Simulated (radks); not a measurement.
Values are calculated unless marked as measured or tabulated.
Question: Successive ionisation energies (eV) of one element, from differences of total energies of ions in their ground configurations, starting at charge 15: 534.09, 573.67, 613.77, 698.97, 736.87, 1855.6, 1974.2, 2095.1, 2218.3, 2343.3, 2469.6. Code: a radial shooting solver on a logarithmic mesh with Libxc functionals. Model: Dirac Kohn-Sham, LDA (Slater exchange, Perdew-Wang correlation), spin-unpolarised, spherical densities, finite nucleus; open shells are shared between the two j in proportion to 2j + 1; Fermi nuclear charge, rms radius 3.9283 fm. Which element is it?

Answer: Zinc (Z = 30). The first species listed is Zn15+ in [Ne] 3s2 3p3, the last Zn25+ in [He] 2s2 2p1.
